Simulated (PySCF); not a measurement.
AlCl3, charge +1, doublet, at a GFN2-xTB geometry (such geometries of metal compounds can be far from the true shape) (a state made from the parent by changing its charge; the spin is typed, not shown lowest); BLYP/STO-3G run with PySCF.

Here is a job for PySCF.
```python
from pyscf import gto, scf, dft

mol = gto.M(
    atom='''
Al    0.006464   -0.007020   -0.018113
Cl   -1.723626   -1.067062   -0.195647
Cl    0.099854    1.910353   -0.698832
Cl    1.618829   -0.837923    0.908330
''',
    basis='sto-3g',
    charge=1,
    spin=1,
    verbose=4,
)

mf = dft.UKS(mol)
mf.xc = 'blyp'
mf.init_guess = '1e'
mf = mf.newton()
mf.kernel()
mf.analyze()
```

Write the output that PySCF gives for this input, abridged.


```
PySCF version 2.14.0

[INPUT] verbose = 4
[INPUT] num. atoms = 4
[INPUT] num. electrons = 63
[INPUT] charge = 1
[INPUT] spin (= nelec alpha-beta = 2S) = 1
[INPUT] symmetry False subgroup None
[INPUT] Mole.unit = angstrom
[INPUT] Symbol           X                Y                Z      unit          X                Y                Z       unit  Magmom
[...]
nuclear repulsion = 302.318346638389
number of shells = 20
number of NR pGTOs = 108
number of NR cGTOs = 36
basis = sto-3g
ecp = {}

******** <class 'pyscf.soscf.newton_ah.SecondOrderUKS'> ********
method = SecondOrderUKS
initial guess = 1e
damping factor = 0
level_shift factor = 0
DIIS = <class 'pyscf.scf.diis.CDIIS'>
diis_start_cycle = 1
diis_space = 8
diis_damp = 0
SCF conv_tol = 1e-09
SCF conv_tol_grad = None
SCF max_cycles = 50
direct_scf = True
direct_scf_tol = 1e-13
number electrons alpha = 32  beta = 31
XC library pyscf.dft.libxc version 7.1.2
    S. Lehtola, C. Steigemann, M. J. T. Oliveira, and M. A. L. Marques,  SoftwareX 7, 1–5 (2018)
XC functionals = blyp
    A. D. Becke,  Phys. Rev. A 38, 3098 (1988)
    C. Lee, W. Yang, and R. G. Parr,  Phys. Rev. B 37, 785 (1988)
    B. Miehlich, A. Savin, H. Stoll, and H. Preuss,  Chem. Phys. Lett. 157, 200 (1989)
radial grids:
    Treutler-Ahlrichs [JCP 102, 346 (1995); DOI:10.1063/1.469408] (M4) radial grids

becke partition: Becke, JCP 88, 2547 (1988); DOI:10.1063/1.454033
pruning grids: <function nwchem_prune>
grids dens level: 3
symmetrized grids: False
atomic radii adjust function: <function treutler_atomic_radii_adjust>
small_rho_cutoff = 0
******** <class 'pyscf.dft.uks.UKS'> Newton solver flags ********
SCF tol = 1e-09
conv_tol_grad = None
max. SCF cycles = 50
direct_scf = True
direct_scf_tol = 1e-13
max_cycle_inner = 12
max_stepsize = 0.05
ah_start_tol = 1e+09
ah_level_shift = 0
ah_conv_tol = 1e-12
ah_lindep = 1e-14
ah_start_cycle = 1
ah_max_cycle = 40
ah_grad_trust_region = 2.5
kf_interval = 4
kf_trust_region = 5
canonicalization = True
Set conv_tol_grad to 3.16228e-05
Initial guess from hcore.

tot grids = 75824

Initial guess E= -1602.79099539387  |g|= 1.90426
macro= 0  E= -1604.52923202263  delta_E= -1.73824  |g|= 0.678669  3 KF 15 JK
macro= 1  E= -1604.76375825586  delta_E= -0.234526  |g|= 0.0576041  3 KF 20 JK
macro= 2  E= -1604.76872932583  delta_E= -0.00497107  |g|= 0.00591382  4 KF 21 JK
macro= 3  E= -1604.77157137218  delta_E= -0.00284205  |g|= 0.0119763  3 KF 15 JK
[...]
converged SCF energy = -1604.78210480827  <S^2> = 0.75037082  2S+1 = 2.0003708
Total Energy =                       -1604.782104808267604
[...]
DFT Exchange-Correlation Energy =     -102.605366985137124
**** MO energy ****
                             alpha | beta                alpha | beta
[...]
To work with the spin densities directly, `use mulliken_meta_spin()` only printing them here.

 ** Mulliken spin pop alpha/beta on meta-lowdin orthogonal AOs **
 ** Mulliken Spin Density (per AO)  **
spin_pop of  0 Al 1s       -0.00000
spin_pop of  0 Al 2s        0.00000
spin_pop of  0 Al 3s       -0.00816
spin_pop of  0 Al 2px       0.00000
spin_pop of  0 Al 2py       0.00000
spin_pop of  0 Al 2pz       0.00000
spin_pop of  0 Al 3px      -0.00669
spin_pop of  0 Al 3py      -0.00668
spin_pop of  0 Al 3pz      -0.00622
spin_pop of  1 Cl 1s        0.00000
spin_pop of  1 Cl 2s       -0.00000
spin_pop of  1 Cl 3s        0.00066
spin_pop of  1 Cl 2px       0.00001
spin_pop of  1 Cl 2py       0.00004
spin_pop of  1 Cl 2pz       0.00001
spin_pop of  1 Cl 3px       0.06550
spin_pop of  1 Cl 3py       0.20511
spin_pop of  1 Cl 3pz       0.07125
spin_pop of  2 Cl 1s        0.00000
spin_pop of  2 Cl 2s       -0.00000
spin_pop of  2 Cl 3s        0.00066
spin_pop of  2 Cl 2px       0.00006
spin_pop of  2 Cl 2py       0.00000
spin_pop of  2 Cl 2pz       0.00001
spin_pop of  2 Cl 3px       0.30155
spin_pop of  2 Cl 3py       0.00541
spin_pop of  2 Cl 3pz       0.03491
spin_pop of  3 Cl 1s        0.00000
spin_pop of  3 Cl 2s       -0.00000
spin_pop of  3 Cl 3s        0.00066
spin_pop of  3 Cl 2px       0.00002
spin_pop of  3 Cl 2py       0.00005
spin_pop of  3 Cl 2pz       0.00000
spin_pop of  3 Cl 3px       0.09249
spin_pop of  3 Cl 3py       0.24005
spin_pop of  3 Cl 3pz       0.00931
 ** Mulliken Spin Density (per atom)  **
spin density of  0 Al =     -0.02774
spin density of  1 Cl =      0.34259
spin density of  2 Cl =      0.34259
spin density of  3 Cl =      0.34257
 ** Mulliken pop alpha/beta on meta-lowdin orthogonal AOs **
 ** Mulliken pop       alpha | beta **
[...]
In total            32.00000 | 31.00000
 ** Mulliken atomic charges   ( Nelec_alpha | Nelec_beta ) **
charge of  0Al =      0.85926  (     6.05650      6.08424 )
charge of  1Cl =      0.04692  (     8.64783      8.30525 )
charge of  2Cl =      0.04691  (     8.64784      8.30525 )
charge of  3Cl =      0.04691  (     8.64783      8.30526 )

WARN: System has nonzero charge 1; the dipole moment is origin-dependent.
Location of origin: [0. 0. 0.]

Dipole moment(X, Y, Z, Debye):  0.04450, -0.04845, -0.12508
```
